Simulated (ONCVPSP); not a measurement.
**Ge: one change to an ONCV potential, before and after**

ONCVPSP 4.0.1 input, shortened (lines: element, Z, core and valence counts, functional; n l f; lmax; l rc ep ncon nbas qcut; lloc lpopt rc5 dvloc0; l nproj debl; icmod fcfact rcfact), PBE, scalar-relativistic:

```
  Ge 32.00    5    3        4      upf
    1    0    2.00
    2    0    2.00
    2    1    6.00
    3    0    2.00
    3    1    6.00
    3    2   10.00
    4    0    2.00
    4    1    2.00
    2
    0    1.30    0.00    3    8    5.80
    1    1.75    0.00    4    9    4.70
    2    1.35    0.00    3    7   12.00
    4    3    0.85    0.00
    0    1    0.50
    1    2    1.10
    2    1    0.60
    3    3.75    1.65
```

Change: d: qcut 16.

Cutoffs: the cutoffs (Ha) at which the residual kinetic energy of the hardest occupied pseudo-wave falls to 1 and 0.1 mHa per electron; they do not see the model core or the augmentation charge, which bear on the density cutoff. Errors are all-electron minus pseudo energies relative to the spin-unpolarised reference configuration.

**Question.** Predict the effect on cutoff, ghosts and configuration errors.

**Answer.** The potential gets harder (57 Ha and 109 Ha → 74 Ha and 109 Ha); both files keep a bound ghost (s); of the 4 tests that both files solve, the error grows in 2 and shrinks in 1 by more than 15 % and 0.3 meV (median size 7.9 → 13.3 meV). The waves are optimised to have the least kinetic energy above qcut, so the cutoff follows it (qcut²/2 in Ha).

| quantity | base | changed |
| --- | --- | --- |
| cutoff, loose | 57 Ha | 74 Ha |
| cutoff, tight | 109 Ha | 109 Ha |
| loose cutoff by channel | s 17 Ha, p 6.9 Ha, d 57 Ha | s 17 Ha, p 6.9 Ha, d 74 Ha |
| bound ghosts | s | s |
| GHOST(+) flags under 300 eV | p at 83.6 eV | p at 83.6 eV |
| error for 3d10 4s2 4p1, meV [ΔE 7.44 eV] | -1.0 | -0.9 |
| error for 3d10 4s2 4p0, meV [ΔE 22.88 eV] | -0.7 | -0.2 |
| error for 3d10 4s1 4p0, meV [ΔE 57.68 eV] | +15 | +26 |
| error for 3d9 4s2 4p3, meV [ΔE 29.63 eV] | -201 | -337 |
| s: phases at 1.32 bohr within 0.05 rad from the reference energy up to (Ha; the scan ends near 5) | 3.1 | 3.1 |
| p: phases at 1.78 bohr within 0.05 rad from the reference energy up to (Ha; the scan ends near 5) | 2.9 | 2.9 |
| d: phases at 1.37 bohr within 0.05 rad from the reference energy up to (Ha; the scan ends near 5) | 0.5 | 0.8 |
| rms error of d²Exc/dni dnj with the model core, mHa | 0.19 | 0.41 |

 A true bound ghost makes a file unfit for plane-wave use even where its test errors are small: the radial tests pick states by their node count and pass the ghost by.
